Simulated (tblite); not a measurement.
Species: C5H8F3P.
Numbering: `[CH3:1][P:2]([CH:3]1[CH2:4][CH2:5]1)[C:6]([F:7])([F:8])[F:9]` (hydrogens: H10, H11, H12 on C1; H13 on C3; H14, H15 on C4; H16, H17 on C5)

Computed with GFN2-xTB (tblite), gas phase: L-BFGS steps from a force-field or distance-geometry start until the largest atomic force falls under 0.01 eV/Å.

Step 90: E = -856.6193 eV
```
atom  x, y, z in Å  |  force x, y, z in eV/Å
C1      1.3016    1.4948    0.5565    0.015  -0.005  -0.020
P2      0.6666   -0.2168    0.8447    0.023   0.081  -0.006
C3     -0.7716   -0.1517   -0.2898   -0.005  -0.018  -0.003
C4     -2.0188    0.5132    0.2187   -0.023  -0.007   0.039
C5     -1.9872   -0.9674    0.0498    0.055  -0.046   0.024
C6      1.8095   -1.1018   -0.3878    0.011  -0.010  -0.045
F7      2.3211   -0.3141   -1.3510   -0.071   0.009  -0.019
F8      1.1626   -2.0941   -1.0170    0.014  -0.029   0.014
F9      2.8596   -1.6569    0.2325    0.026   0.016   0.055
H10     2.3333    1.5783    0.8947    0.002  -0.038   0.005
H11     0.6890    2.1733    1.1489    0.007  -0.010  -0.018
H12     1.2341    1.7655   -0.4983    0.016  -0.003   0.057
H13    -0.5312   -0.0221   -1.3383    0.035   0.024  -0.081
H14    -2.5889    1.1054   -0.4820   -0.013  -0.012   0.050
H15    -2.0102    0.9064    1.2260   -0.028   0.011  -0.033
H16    -1.9355   -1.5788    0.9392   -0.055   0.014   0.003
H17    -2.5408   -1.4213   -0.7568   -0.008   0.024  -0.022
```

Step 91: E = -856.6212 eV
```
atom  x, y, z in Å  |  force x, y, z in eV/Å
C1      1.2968    1.4946    0.5691    0.017  -0.016  -0.017
P2      0.6709   -0.2228    0.8467    0.016   0.082  -0.014
C3     -0.7664   -0.1539   -0.2895   -0.001  -0.031  -0.049
C4     -2.0134    0.5177    0.2105   -0.022   0.001   0.016
C5     -1.9849   -0.9647    0.0512    0.030  -0.036   0.029
C6      1.8106   -1.1051   -0.3930    0.021  -0.014  -0.062
F7      2.2887   -0.3221   -1.3789   -0.083  -0.017   0.030
F8      1.1633   -2.1153   -0.9945    0.030  -0.002   0.021
F9      2.8824   -1.6396    0.2103   -0.022   0.062   0.035
H10     2.3286    1.5774    0.9086   -0.016  -0.019  -0.020
H11     0.6813    2.1673    1.1671    0.030  -0.041  -0.034
H12     1.2226    1.7704   -0.4845    0.043  -0.005   0.078
H13    -0.5235   -0.0323   -1.3396    0.033   0.024  -0.047
H14    -2.5799    1.1075   -0.4959   -0.004  -0.031   0.043
H15    -2.0081    0.9233    1.2119   -0.019  -0.006   0.004
H16    -1.9349   -1.5712    0.9449   -0.068   0.025  -0.018
H17    -2.5411   -1.4193   -0.7543    0.014   0.023   0.004
```

Step 92: E = -856.6228 eV
```
atom  x, y, z in Å  |  force x, y, z in eV/Å
C1      1.2989    1.4988    0.5695    0.038  -0.027   0.003
P2      0.6718   -0.2161    0.8454   -0.024   0.027  -0.001
C3     -0.7652   -0.1468   -0.2922    0.001  -0.027  -0.036
C4     -2.0160    0.5140    0.2136    0.000   0.014   0.010
C5     -1.9783   -0.9666    0.0452    0.005  -0.015   0.002
C6      1.8092   -1.1096   -0.3908   -0.039  -0.004  -0.007
F7      2.2739   -0.3381   -1.3883   -0.047   0.045  -0.034
F8      1.1594   -2.1284   -0.9731   -0.002  -0.032   0.001
F9      2.8868   -1.6351    0.2079    0.014   0.059   0.068
H10     2.3296    1.5747    0.9136   -0.003   0.005  -0.035
H11     0.6854    2.1748    1.1654    0.019  -0.046  -0.018
H12     1.2256    1.7741   -0.4828    0.062   0.010   0.030
H13    -0.5240   -0.0147   -1.3414    0.039   0.020  -0.048
H14    -2.5862    1.1034   -0.4878   -0.031  -0.011  -0.013
H15    -2.0161    0.9201    1.2134    0.005  -0.018   0.065
H16    -1.9228   -1.5779    0.9334   -0.068  -0.003   0.016
H17    -2.5389   -1.4146   -0.7608    0.030   0.003  -0.002
```

Step 93: E = -856.6241 eV
```
atom  x, y, z in Å  |  force x, y, z in eV/Å
C1      1.2951    1.4983    0.5771    0.042  -0.026   0.001
P2      0.6755   -0.2194    0.8457   -0.045  -0.005  -0.003
C3     -0.7602   -0.1504   -0.2941   -0.005  -0.001  -0.003
C4     -2.0095    0.5162    0.2098   -0.007   0.012  -0.042
C5     -1.9759   -0.9649    0.0446   -0.021  -0.007  -0.005
C6      1.8087   -1.1133   -0.3941   -0.025  -0.004  -0.003
F7      2.2467   -0.3478   -1.4093   -0.043   0.021  -0.002
F8      1.1603   -2.1470   -0.9533    0.037  -0.005   0.022
F9      2.9025   -1.6176    0.1966   -0.037   0.079   0.019
H10     2.3258    1.5769    0.9182    0.015   0.009  -0.025
H11     0.6794    2.1677    1.1779    0.021  -0.044  -0.010
H12     1.2172    1.7804   -0.4722    0.063   0.010  -0.003
H13    -0.5177   -0.0158   -1.3432    0.034   0.004  -0.032
H14    -2.5736    1.1076   -0.4955   -0.037  -0.028  -0.011
H15    -2.0162    0.9255    1.2070    0.031  -0.011   0.102
H16    -1.9252   -1.5738    0.9354   -0.060   0.005  -0.003
H17    -2.5399   -1.4106   -0.7605    0.037  -0.009  -0.002
```

Problem. Estimate the geometry and energy of step 94. (The exact step hangs on the optimiser's Hessian estimate; all steps are aligned on step 93, rigid shifts and turns removed.)

Solution. E = -856.6254 eV, largest force 0.110 eV/Å
```
atom  x, y, z in Å  |  force x, y, z in eV/Å
C1      1.2964    1.4997    0.5772    0.034  -0.016   0.002
P2      0.6755   -0.2160    0.8438   -0.064  -0.045   0.009
C3     -0.7585   -0.1483   -0.2975    0.007   0.031   0.002
C4     -2.0080    0.5149    0.2113   -0.021   0.016  -0.032
C5     -1.9718   -0.9656    0.0412   -0.040   0.002  -0.026
C6      1.8055   -1.1161   -0.3934   -0.051   0.016   0.040
F7      2.2348   -0.3587   -1.4161   -0.018   0.059  -0.046
F8      1.1580   -2.1559   -0.9402    0.027  -0.036   0.016
F9      2.9027   -1.6094    0.1985   -0.004   0.054   0.022
H10     2.3263    1.5784    0.9175    0.047   0.010   0.001
H11     0.6792    2.1668    1.1785    0.021  -0.031  -0.002
H12     1.2207    1.7854   -0.4699    0.050   0.013  -0.050
H13    -0.5158   -0.0056   -1.3468    0.019  -0.012   0.007
H14    -2.5738    1.1081   -0.4905   -0.046  -0.027  -0.026
H15    -2.0192    0.9200    1.2104    0.054  -0.015   0.095
H16    -1.9218   -1.5772    0.9298   -0.044   0.000   0.008
H17    -2.5371   -1.4086   -0.7637    0.029  -0.020  -0.021
```

The energy changes by -0.0014 eV. The first-order estimate −F·Δx gives -0.0019 eV and the mean of the old and new forces, exact on a quadratic surface, -0.0014 eV. The step makes an angle of 75° with the force vector and moves no atom by more than 0.018 Å.

The cost below is that of the whole relaxation. Time: 0.74 s of wall time. Hardware: one thread, Arm Neoverse V2 (aarch64) (shared host).
